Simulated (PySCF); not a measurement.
Choosing a molecule for a target property.

All species are isolated and taken at one optimised geometry, non-relativistic unless stated. Electronic properties by PySCF.

The conformers computed, where there is a choice (atom-mapped SMILES and torsion angles):
- `[CH3:1][S:2][SiH2:3][S:4]/[CH:5]=[CH:6]\[C:7]([F:8])([F:9])[F:10]`: C1–S2–Si3–S4 -177°, S2–Si3–S4–C5 -22°, Si3–S4–C5–C6 -177°, C5–C6–C7–F8 59°
- `[CH2:1]=[CH:2][C@@:3]1([O:4][CH3:5])[CH2:6][C@@H:7]1[C:8](=[O:9])[Cl:10]`: C1–C2–C3–O4 -20°, C2–C3–O4–C5 -70°, C6–C7–C8–O9 163°
- `[OH:1][Si@@H:2]([O:3][CH2:4][SiH3:5])[C@H:6]1[CH2:7][CH2:8][NH:9]1`: O1–Si2–O3–C4 -55°, Si2–O3–C4–Si5 92°, O1–Si2–C6–C7 -55°, H–O1–Si2–O3 -153°
- `[CH2:1]=[CH:2][C@@H:3]([CH3:4])[C@@H:5]([O:6][CH3:7])[C:8](=[O:9])[Cl:10]`: C1–C2–C3–C4 117°, C2–C3–C5–O6 -64°, C3–C5–O6–C7 -168°, C3–C5–C8–O9 -110°

(1) Wanted: dipole moment below 3 D (PBE0/pcSseg-1) and HOMO energy above -7.6 eV (PBE0/pcSseg-1), at GFN2-xTB geometries. Which candidate meets both?
A. `O[Si@@H](OC[SiH3])[C@H]1CCN1`
B. `C=C[C@@]1(OC)C[C@@H]1C(=O)Cl`
C. `CS[SiH2]S/C=C\C(F)(F)F`
D. `C=C[C@@H](C)[C@@H](OC)C(=O)Cl`

Answers

(1) A. Computed values:
```
                      species  dipole moment  HOMO energy
 O[Si@@H](OC[SiH3])[C@H]1CCN1         1.81 D     -6.42 eV
C=C[C@@H](C)[C@@H](OC)C(=O)Cl         2.64 D     -7.69 eV
 C=C[C@@]1(OC)C[C@@H]1C(=O)Cl         3.41 D     -7.54 eV
       CS[SiH2]S/C=C\C(F)(F)F         5.40 D     -7.12 eV
```
